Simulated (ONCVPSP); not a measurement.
# tin, ONCV: configuration errors across variants

ONCVPSP 4.0.1 input, shortened (lines: element, Z, core and valence counts, functional; n l f; lmax; l rc ep ncon nbas qcut; lloc lpopt rc5 dvloc0; l nproj debl; icmod fcfact rcfact), LDA (Perdew-Zunger), scalar-relativistic:

```
  Sn 50.00    9    2        3      upf
    1    0    2.00
    2    0    2.00
    2    1    6.00
    3    0    2.00
    3    1    6.00
    3    2   10.00
    4    0    2.00
    4    1    6.00
    4    2   10.00
    5    0    1.00
    5    1    3.00
    1
    0    2.10    0.00    3    7    3.30
    1    2.10    0.00    5    9    3.40
    4    5    2.00    3.00
    0    1    1.60
    1    1    2.20
    3    2.75    1.20
```

All-electron excitation energies from the reference (eV): (1) 5s2 5p2 -7.075; (2) 5s2 5p1 0.024; (3) 5s2 5p0 14.288; (4) 5s2 5p1.5 -4.358.

Errors AE − PS in meV (a dash: test not solved or not reliable):

| change | (1) | (2) | (3) | (4) | bound ghosts | GHOST(+) flags above zero |
| --- | --- | --- | --- | --- | --- | --- |
| base | -1.3 | +6.0 | +30 | +1.0 | none | none |
| core correction Teter function, fcfact 2.75, rcfact 1 | +2.8 | +10 | +50 | +4.5 | none | none |
| core correction Teter function, fcfact 2.75, rcfact 1.12 | +0.2 | +8.1 | +41 | +2.4 | none | none |
| core correction Teter function, fcfact 2.75, rcfact 1.32 | -3.4 | +1.0 | -0.1 | -1.4 | none | none |
| core correction Teter function, fcfact 2.75, rcfact 1.52 | -6.4 | -17 | -95 | -7.6 | none | none |
| core correction Teter function, fcfact 2.75, rcfact 1.6 | -7.5 | -28 | -150 | -11 | none | none |
| core correction Teter function, fcfact 2.75, rcfact 1.78 | -10 | -64 | -305 | -23 | none | none |
| core correction Teter function, fcfact 2.75, rcfact 2.04 | -14 | -135 | -550 | -47 | none | none |

Q: Give the same row for: core correction Teter function, fcfact 2.75, rcfact 1.94.

A: -13, -106, -457, -37; bound ghosts: none; GHOST(+) flags above zero: none.
